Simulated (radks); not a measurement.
Spherical quantum dot in the effective-mass picture: electrons in a well V = -V0 / (1 + exp((r - R)/a)) with V0 = 55.9, R = 1.41, a = 0.15, all in effective atomic units (hartree* = m*/eps^2 hartree, bohr* = eps/m* bohr), one dielectric constant everywhere. Calculated with a radial shooting solver with Libxc functionals: non-relativistic Kohn-Sham, exchange-only LDA, spin-polarised, spherical densities. Levels are named by radial order and angular momentum (1s, 1p, 1d, 2s, ...), and open shells are averaged over m.

N = 11, configuration 1s2 1p6 1d(up 3, down 0). This is the lowest configuration that the search found. Occupied and some empty levels:

level    occupation  eigenvalue (hartree*)  <r> (bohr*)
1s up             1                -40.510       0.7024
1s down           1                -40.335       0.6983
1p up             3                -37.893       0.8164
1p down           3                -37.685       0.8149
1d up             3                -34.464       0.8962
1d down           0                -34.243       0.8959
2s up             0                -32.377       0.7129
2s down           0                -32.244       0.7146
1f up             0                -30.375       0.9595
1f down           0                -30.151       0.9599
2p up             0                -27.576       0.8106
2p down           0                -27.428       0.8109

Energy (hartree*): total -474.410, kinetic 55.367, external -586.70, Hartree 66.696, exchange-correlation -9.7680.

Electron density:

r (bohr*)  n(r) (e/bohr*^3)
0.0766                1.036
0.204                 1.290
0.332                 1.724
0.460                 2.216
0.588                 2.567
0.716                 2.559
0.844                 2.099
0.972                 1.341
1.10                 0.6274
1.23                 0.2017
1.36                0.04309
1.48               0.006310
1.61              0.0007012
